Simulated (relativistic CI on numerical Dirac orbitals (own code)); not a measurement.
**From line strength to rate: Yb I 2464.50 Å (air)**

Problem. For 4f¹⁴6s² ¹S0 – 4f¹⁴6s7p ¹P°1 of Yb I a semi-empirical relativistic CI calculation gives the line strength S = 3.587 e²a₀² in the length gauge. The measured levels are 0.00 and 40563.97 cm⁻¹ (NIST Handbook). Find gf, f, A and the partial lifetime.

Working.
1. σ = 40563.97 − 0.00 = 40563.97 cm⁻¹, so the vacuum wavelength is 10⁸/σ = 2465.24 Å.
2. gf = 303.756 S/λ(Å) = 0.442, log gf = -0.355; with g = 1 for the lower level, f = 0.442.
3. A = 2.02613 × 10¹⁸ S/(g_u λ³) with g_u = 3: A = 1.62 × 10^8 s⁻¹.
4. The partial lifetime for this S is 1/A = 6.18 ns; in the calculation this line carries 85 % of the decay of the upper level.

Check. The Handbook lists A = 1.00 × 10^8 s⁻¹, a tabulated value with its own uncertainty (a few per cent for the best lines, 25 % or more for others); ours lies 62 % above it. The velocity form of the same calculation gives S = 2.24, and the gap between the two forms is a rough gauge of the error in S. A miss this large is common for lines of near-neutral atoms, where core polarisation and correlation outside the CI space change S. With the computed energy (39663 cm⁻¹) in place of the measured one the rate would change by the factor (σ_calc/σ)³ = 0.93.
